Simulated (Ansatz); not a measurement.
`ClBCCl` → `ClBCl` + `[CH2]` (triplet) at 600 K and 1 bar (formal loss of a carbene).

Computed with Ansatz on PBE0-D4/def2-TZVP structures; ΔE is electronic, products minus reactants. CCSD(T)/CBS is the MP2 limit (def2-TZVPP, def2-QZVPP) plus CCSD(T) − MP2 in def2-TZVPP, frozen cores. This one scheme is used for every species. Triplets are unrestricted, without spin–orbit coupling. Each species was taken in one conformer, which may not be the lowest.

| species | CCSD(T)/CBS energy (Eh) | H − E (kJ/mol) | S (J/(mol·K)) |
| --- | --- | --- | --- |
| `ClBCCl` | -984.24021 | 154.6 | 374.2 |
| `ClBCl` | -945.02167 | 68.4 | 308.2 |
| `[CH2]` (triplet) | -39.09499 | 66.5 | 220.8 |

H − E and S are ideal-gas, rigid-rotor, harmonic terms from PBE0-D4/def2-TZVP, for one conformer and one mirror image of each species, with the whole ground term of open shells counted as degenerate. 1 Eh = 2625.50 kJ/mol, R = 8.31446 J/(mol·K).

**Question.** By hand: ΔE, ΔH, ΔS and ΔG.

**Answer.** ΔE = (-945.02167) + (-39.09499) − (-984.24021) = 0.12355 Eh = 324.4 kJ/mol. Δ(H − E) = 68.4 + 66.5 − 154.6 = -19.7, so ΔH = 304.7 kJ/mol. ΔS = 308.2 + 220.8 − 374.2 = 154.8 J/(mol·K). ΔG = 304.7 − 600 × (154.8)/1000 = 211.8 kJ/mol.

**Question.** By hand: the equilibrium constant, and the temperature at which ΔG would vanish if ΔH and ΔS stayed fixed.

**Answer.** log₁₀ K = −ΔG/(RT ln 10) = -18.4. ΔG = 0 at ΔH/ΔS = 1968 K.

The number of gas molecules changes by +1, which sets the sign of ΔS. A doubt of 5 kJ/mol in ΔE shifts log₁₀ K by 0.4 here. Other conformers and mirror images would add mixing entropy, several J/(mol·K) or more a flexible species. A triplet takes part, so the spin changes. These are equilibria of isolated gas molecules and say nothing of rates. Largest T1 diagnostic: 0.012 (customary marks: 0.02 for closed shells, 0.045 for open ones).
